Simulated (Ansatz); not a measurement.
Total energies of C$_{2}$H$_{7}$InSi (`C=[C]([SiH3])[InH2]`).

| atom | x (Å) | y (Å) | z (Å) |
| --- | --- | --- | --- |
| C1 | -1.1494 | -1.0408 | 0.4304 |
| C2 | -0.1708 | -0.1975 | 0.0822 |
| Si3 | -0.5646 | 1.4667 | -0.6362 |
| In4 | 1.8484 | -0.8730 | 0.3993 |
| H5 | -0.9608 | -2.0272 | 0.8551 |
| H6 | -2.2059 | -0.7912 | 0.3097 |
| H7 | 0.0425 | 1.6021 | -1.9898 |
| H8 | 0.0132 | 2.5462 | 0.2123 |
| H9 | -2.0377 | 1.6716 | -0.7437 |
| H10 | 1.9728 | -2.4595 | 1.0735 |
| H11 | 3.2123 | 0.1025 | 0.0071 |

The species carries charge 0 and has multiplicity 1. Correlated methods include outer-core shells of In, which these sets cover unevenly. In takes the def2 core potential. The structure was optimised at the PBE0-D4/def2-TZVP level. Basis def2-TZVPP, the Gaussian-basis code of Ansatz.

RPA on PBE orbitals: Hartree–Fock energy of these orbitals -557.87421 Eh, correlation -1.23983 Eh (frozen core).

```
 functional  energy without D4 (Eh)  D4 term (kJ/mol)
LDA (SPW92)              -557.76260                 –
        PBE              -559.75217             -24.8
       BLYP              -559.92659             -53.3
     r2SCAN              -560.01377              -5.9
     B97M-V              -559.95822                 –
       PBE0              -559.79533             -21.2
      B3LYP              -560.12129             -40.3
    r2SCAN0              -559.96858              -7.2
      BHLYP              -559.89150             -34.3
  CAM-B3LYP              -559.95809             -21.9
    ωB97X-V              -559.93485                 –
    ωB97M-V              -559.89666                 –
     B2PLYP              -559.60882                 –
   PBE-QIDH              -559.49432                 –
```

Give the same for revPBE, r2SCANh, HSE06 (plane-wave form), LC-ωPBE. (An estimate is asked.)

Ansatz gave: 
```tsv
functional	energy without D4 (Eh)	D4 term (kJ/mol)
revPBE	-559.98708	-67.3
r2SCANh	-559.99518	-6.4
HSE06 (plane-wave form)	-559.78193	-20.0
LC-ωPBE	-559.90640	–
```

B3LYP takes the VWN-RPA correlation (the form of Gaussian; ORCA's B3LYP/G). HSE06 is the plane-wave form, built on full-range PBE exchange. The double hybrids freeze the cores in their second-order part.

LC-ωPBE has ω = 0.4 bohr⁻¹.
